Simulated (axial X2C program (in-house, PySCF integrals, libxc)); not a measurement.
Potential curves of RuSi, two-component

Calculated with an in-house all-electron X2C program for linear molecules (integrals from PySCF). Two-component (2c) means X2C with spin–orbit coupling and atomic mean-field two-electron Coulomb and Gaunt terms. Basis: Ru dyall-cv3z [12s12p8d5f3g], Si dyall-v3z [8s7p2d1f] (cores contracted in-house); Gaussian nuclei, density fitting, unrestricted open shells. Masses: Ru 101.904 u, Si 27.977 u.

State: Ω = 3 (⟨Sz⟩ = 1.00, ⟨Lz⟩ = 2.00 at PBE0). Energies in kJ/mol from the lowest point of each curve. Fits are polynomials in 1 − R0/R over 0.85 to 1.23 times the lowest point R0.

| R (Å) | PBE0 | TPSS |
| --- | --- | --- |
| 1.8253 | 101.07 | 117.13 |
| 1.9092 | 39.81 | 49.64 |
| 1.9721 | 14.63 | 20.36 |
| 2.0351 | 2.49 | 4.86 |
| 2.0980 | 0.00 | 0.00 |
| 2.1714 | 5.56 | 4.27 |
| 2.2449 | 17.24 | 16.25 |
| 2.3393 | 37.83 | 38.81 |
| 2.4547 | 67.84 | 72.17 |
| 2.6225 | 115.09 | 123.90 |

Occupations by symmetry block were frozen at the best pattern of an incomplete PBE0 search. Density functionals use the spin component along the axis (collinear). Other states lie close and PBE0, whose exact exchange favours high spin, may order them wrongly; the determinant shown need not be the ground state. The nearest other 2c determinant of the search, Ω = 1, lies 0.23 eV up at the distance of the search. The functionals have no current-density term, which raises determinants with orbital currents, atoms included. With several unpaired electrons one determinant need not be a pure state. The determinant is spin-polarised beyond a pure state at some levels (its spin-free form has ⟨S²⟩ too high), which makes Re and μ there less reliable.

**Question.** What are Re and ωe at the PBE0 level?

**Answer.** At PBE0, 2c: Re = 2.086 Å, ωe ≈ 484 cm⁻¹; Be follows as 0.176 cm⁻¹.

**Question.** What are Re and ωe at the TPSS level?

**Answer.** At TPSS, 2c: Re = 2.102 Å, ωe ≈ 504 cm⁻¹; Be follows as 0.174 cm⁻¹.
